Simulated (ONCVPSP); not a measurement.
Configuration tests for titanium (Ti) (ONCV)

ONCVPSP 4.0.1 input, shortened (lines: element, Z, core and valence counts, functional; n l f; lmax; l rc ep ncon nbas qcut; lloc lpopt rc5 dvloc0; l nproj debl; icmod fcfact rcfact), LDA (Perdew-Zunger), scalar-relativistic:

```
  Ti 22.00    3    5        3      upf
    1    0    2.00
    2    0    2.00
    2    1    6.00
    3    0    2.00
    3    1    6.00
    3    2    2.00
    4    0    1.50
    4    1    0.50
    2
    0    1.70    0.00    4    8    7.10
    1    1.80    0.00    4    8    6.80
    2    2.40    0.00    4    8    7.80
    4    5    1.30    0.00
    0    3    2.30
    1    2    2.60
    2    2    4.00
    1    0.25    0.00
```

Energies are relative to the spin-unpolarised reference configuration 3s2 3p6 3d2 4s1.5 4p0.5; without spin polarisation the order of configurations can differ from experiment.

Give the all-electron excitation energy and the error of the potential for: 3s2 3p6 3d2 4s2 4p0; 3s2 3p6 3d2 4s1 4p0; 3s2 3p6 3d2 4s0 4p0; 3s2 3p6 3d1 4s2 4p0.

```csv
valence configuration,charge,ΔE all-electron (eV),error AE − PS (meV)
3s2 3p6 3d2 4s2 4p0,0,-1.548,+0.1
3s2 3p6 3d2 4s1 4p0,+1,5.988,-0.1
3s2 3p6 3d2 4s0 4p0,+2,19.788,-1.4
3s2 3p6 3d1 4s2 4p0,+1,8.432,+150
```
